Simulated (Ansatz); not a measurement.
`[CH]=C[SiH](O)O` radical, relaxed with UKS PBE0-D4/def2-TZVP in Ansatz from a GFN2-xTB geometry. The force threshold is 0.005 eV/Å; the program also tests the step.

The species carries charge 0 and has multiplicity 2.

Start:

```xyz
10

C    -1.862   -1.069    0.192
C    -1.081   -0.200    0.737
Si    0.450    0.634   -0.077
O     1.654    0.776    0.995
O     1.028   -0.295   -1.288
H    -1.918   -1.544   -0.765
H    -1.252    0.134    1.753
H     0.129    1.982   -0.522
H     2.404    0.189    0.950
H     0.448   -0.607   -1.975
```

```tsv
step	energy (eV)	largest force (eV/Å)	largest move (Å)
1	-14119.7678	1.327	0.000
2	-14119.8214	0.512	0.066
3	-14119.8374	0.197	0.088
4	-14119.8491	0.302	0.157
5	-14119.8545	0.872	0.198
6	-14119.8703	0.420	0.066
7	-14119.8765	0.160	0.066
8	-14119.8794	0.106	0.128
9	-14119.8823	0.162	0.050
10	-14119.8831	0.226	0.076
11	-14119.8849	0.049	0.035
13	-14119.8855	0.024	0.016
15	-14119.8859	0.026	0.010
17	-14119.8861	0.057	0.011
19	-14119.8863	0.017	0.017
21	-14119.8864	0.035	0.004
23	-14119.8865	0.009	0.014
25	-14119.8866	0.053	0.011
27	-14119.8868	0.098	0.018
29	-14119.8873	0.051	0.028
31	-14119.8893	0.369	0.059
33	-14119.9159	0.233	0.200
35	-14119.9300	0.173	0.086
37	-14119.9442	0.142	0.150
39	-14119.9459	0.061	0.059
41	-14119.9461	0.008	0.009
43	-14119.9461	0.003	0.001
```

End:

```xyz
10

C    -1.696   -1.189    0.396
C    -1.039   -0.151    0.833
Si    0.334    0.611   -0.167
O     1.721    0.719    0.706
O     0.476   -0.353   -1.490
H    -1.674   -1.802   -0.496
H    -1.278    0.287    1.805
H     0.061    2.015   -0.553
H     2.025   -0.077    1.146
H     1.070   -0.061   -2.182
```

Hardware: 2 threads of an AMD EPYC 7R13 on a shared host and a share of an NVIDIA H100 80 GB. Wall time 73 s, peak host memory 0.89 GiB.
